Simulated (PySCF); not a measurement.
A structure optimised at PBE0-D3(BJ)/def2-SVP, used in a PySCF frequency run:

```xyz
11

C      2.5852    -0.2928     0.0828
C      1.3809    -0.1365     0.1761
Si    -0.4523     0.0612     0.3414
N     -1.4167    -1.2339    -0.2503
N     -0.8057     1.4592    -0.5950
H      3.6486    -0.4317    -0.0002
H     -0.7369     0.0975     1.8090
H     -1.3592    -1.5004    -1.2271
H     -1.6010    -2.0340     0.3434
H     -0.1095     2.1869    -0.7020
H     -1.7500     1.8240    -0.6390
```

Q: Write its SMILES and formula.

A: C#C[SiH](N)N, C2H6N2Si

Q: What are its rotational constants (standard atomic weights)?

A: 6.2192, 2.7800, 2.1271 GHz
